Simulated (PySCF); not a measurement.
Isomers of C4H9BO3 side by side.

PySCF, CAM-B3LYP/def2-SVPD, density fitting, gas phase; each molecule at its own PBE0-D3(BJ)/def2-SVP geometry, one conformer. Singlet excitations by full TDDFT with frozen cores, triplets by Tamm–Dancoff TDDFT and ionisation energies by ΔSCF, from the lowest of the holes tried. 

Torsions of the conformers computed, which needn't be the lowest (atom-mapped SMILES):
- `[CH3:1][O:2][C@@H:3]1[CH2:4][O:5][B:6]([CH3:7])[O:8]1`: C1–O2–C3–C4 -178°
- `[CH3:1][O:2][B:3]([OH:4])[O:5][CH:6]1[CH2:7][CH2:8]1`: C1–O2–B3–O4 -1°, O2–B3–O5–C6 0°, B3–O5–C6–C7 -37°, H–O4–B3–O2 179°
- `[CH3:1][CH2:2][O:3][B:4]1[O:5][CH2:6][CH2:7][O:8]1`: C1–C2–O3–B4 -85°, C2–O3–B4–O5 -2°

The conformers of `CO[C@H]1CCOBO1` and `COB1OCCCO1` aren't listed.

Reference: `CO[C@@H]1COB(C)O1`, with HOMO energy -9.66 eV, LUMO energy 0.94 eV, lowest singlet excitation 7.85 eV, lowest triplet excitation 7.61 eV, mean polarisability 70.8 au and vertical ionisation energy 10.52 eV.

Changes against it:

```
      molecule  Δ electronic energy (kcal/mol)  Δ HOMO energy (eV)  Δ LUMO energy (eV)  Δ lowest singlet excitation (eV)  Δ lowest triplet excitation (eV)  Δ mean polarisability (au)  Δ vertical ionisation energy (eV)
CO[C@H]1CCOBO1                            +8.4               +0.05               +0.13                             -0.04                             -0.22                        -0.6                              -0.08
    COB1OCCCO1                           -25.9               +0.28               +0.01                             -0.33                             -0.22                        -1.0                              -0.33
```

Rows whose labels were lost:

```
row  Δ electronic energy (kcal/mol)  Δ HOMO energy (eV)  Δ LUMO energy (eV)  Δ lowest singlet excitation (eV)  Δ lowest triplet excitation (eV)  Δ mean polarisability (au)  Δ vertical ionisation energy (eV)
  P                           -24.2               +0.21               -0.04                             -0.59                             -0.53                        -1.3                              -0.18
  Q                            -9.0               +0.85               -0.12                             -0.86                             -0.71                        -0.4                              -0.93
```

Problem. Which row belongs to which of `COB(O)OC1CC1` and `CCOB1OCCO1`?

Solution. P = `CCOB1OCCO1` and Q = `COB(O)OC1CC1`. P and Q are told apart most clearly by the electronic energy (-24.2 against -9.0 kcal/mol).
